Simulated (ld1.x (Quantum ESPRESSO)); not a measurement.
**What one change does to a pseudopotential (osmium, TM)**

Os, norm-conserving Troullier–Martins (Kleinman–Bylander form), made with ld1.x (Quantum ESPRESSO) 7.5 (BP86, scalar-relativistic). Core [Kr] 4d10 4f14 5s2, reference 5p6 5d6 6s0 6p0 (charge +2). Waves: 6s (bound, empty): rc 1.75 bohr; 5p (bound): rc 1.15 bohr; 5d (bound): rc 2.00 bohr. Local part: all-electron potential smoothed inside 0.90 bohr (lloc = -1). Core correction: a·sin(br)/r model core inside 0.65 bohr.

Change: wave 5p (bound): rc 1.15 bohr becomes 5p (bound): rc 1.62 bohr.

Cutoffs: the cutoffs (Ry, on a coarse ladder) from which the occupation-weighted sum of valence levels, in a spherical-Bessel basis at the reference potential, stays within 10 and 1 mRy of its value at 400 Ry; they do not see the model core or the augmentation charge, which bear on the density cutoff. Errors are all-electron minus pseudo energies relative to the spin-unpolarised reference configuration.

Predict the effect on cutoff, ghosts and configuration errors.

The potential gets softer (110 Ry and 160 Ry → 45 Ry and 80 Ry); the bound ghosts move from s to p, s; the number of tests that count goes from 7 to 5; the errors of the 5 common tests hardly move. A larger radius leaves more room for a smooth pseudo-wave, so fewer plane waves are needed.

| quantity | base | changed |
| --- | --- | --- |
| cutoff, loose | 110 Ry | 45 Ry |
| cutoff, tight | 160 Ry | 80 Ry |
| loose cutoff by channel (10 mRy a level) | p 60 Ry, d 30 Ry | p 25 Ry, d 30 Ry |
| bound ghosts | s | s, p |
| tests counted (converged, no solver errors) | 7 of 7 | 5 of 7 |
| error for 5p6 5d6 6s2 6p0, meV [ΔE -26.85 eV] | -8.6 | -8.1 |
| error for 5p6 5d6 6s1 6p0, meV [ΔE -17.09 eV] | -0.1 | +0.1 |
| error for 5p6 5d5 6s0 6p0, meV [ΔE 28.98 eV] | -11 | -10 |
| error for 5p6 5d6 6s1.5 6p0, meV [ΔE -22.85 eV] | -3.6 | -3.3 |
| error for 5p5 5d6 6s2 6p0, meV [ΔE 30.21 eV] | -161 | -175 |
| s: phases at 2.20 bohr within 0.05 rad from the reference energy up to (Ry; the scan ends near 5) | to the end of the scan | to the end of the scan |
| p: phases at 2.20 bohr within 0.05 rad from the reference energy up to (Ry; the scan ends near 5) | -1.8 | -2.4 |
| d: phases at 2.20 bohr within 0.05 rad from the reference energy up to (Ry; the scan ends near 5) | 2.2 | 2.2 |

Base: The cutoffs count occupied waves only; the empty 6p level needs 180 Ry at the loose tolerance. These tests converged, but a pseudo level misses the all-electron one widely, so the file describes the atom poorly there or has found another state: 5p6 5d5 6s0 6p0: empty 6p by 4.5 eV (a node warning on the way); 5p5 5d6 6s2 6p0: empty 6p by 2.4 eV. Changed file: The cutoffs count occupied waves only; the empty 6p level needs 160 Ry at the loose tolerance. Tests not counted: 5p6 5d6 6s0 6p1 (solver errors, printed error -2.8 eV); 5p6 5d6 6s0 6p2 (solver errors, printed error -10.4 eV). A true bound ghost makes a file unfit for plane-wave use even where its test errors are small: the radial tests pick states by their node count and pass the ghost by. Where a test does run into it, the solver fails or the error is huge.
